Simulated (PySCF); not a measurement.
This script is equivalent to a calculation on Mn⁺ (manganese, charge +1).

```python
from pyscf import gto, scf, dft, mp, cc
import basis_set_exchange as bse
mol = gto.M(atom="Mn 0 0 0", charge=1, spin=6, symmetry="D2h",
            basis=gto.basis.parse(bse.get_basis("cc-pVDZ-DK", elements=["Mn"], fmt="nwchem", header=False)),
            nucmod="G")
mf = scf.UHF(mol).sfx2c1e()
mf.irrep_nelec = {'Ag': (6, 3), 'B1g': (1, 0), 'B2g': (1, 0), 'B3g': (1, 0), 'B1u': (2, 2), 'B2u': (2, 2), 'B3u': (2, 2)}
mf.kernel()
```

Q: What total energy does it give?

A: -1157.16068 hartree (calculated).

Q: Which occupied shell lies highest, and where?

A: 4s α, at -14.994 eV.

Q: What is ⟨S²⟩, and what would a pure spin state give?

A: 12.000, against 12.00.
